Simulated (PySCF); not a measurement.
Computed with B3LYP-D3(BJ)/def2-TZVP // PBE0-D4/def2-TZVP (PySCF 2.14.0). Isolated molecules, 0 K electronic values unless said otherwise. One relaxed conformer stands for a flexible species; it need not be the lowest. B3LYP has the VWN-RPA correlation part, as in Gaussian. Delta-SCF ions had no search for a lower state. 

Reference species (SMILES): `[SiH2](O)CC` (C–C–Si–O torsion 178°, C–Si–O–H torsion 71°) (neutral, multiplicity 1).

| Item | Result |
|---|---|
| HOMO–LUMO gap | 7.96 eV |
| HOMO | -7.86 eV |
| S1 oscillator strength | 0.009 |
| vertical ionisation energy (Delta-SCF) | 10.12 eV |

After one change: the HOMO–LUMO gap rises by 0.31 eV; the HOMO falls by 0.66 eV; the S1 oscillator strength is nearly the same; the vertical ionisation energy (Delta-SCF) rises by 1.14 eV.

Problem. Name the change that produced these shifts. The new species is one of these.
A. `O[SiH2]CF` (H–O–Si–C torsion 60°, O–Si–C–F torsion -60°)
B. `O=C(O)[SiH2]O`
C. `O[SiH2]C=S` (H–O–Si–C torsion 0°, O–Si–C–S torsion 0°)
D. `O[SiH3]`

Solution. D, `O[SiH3]`
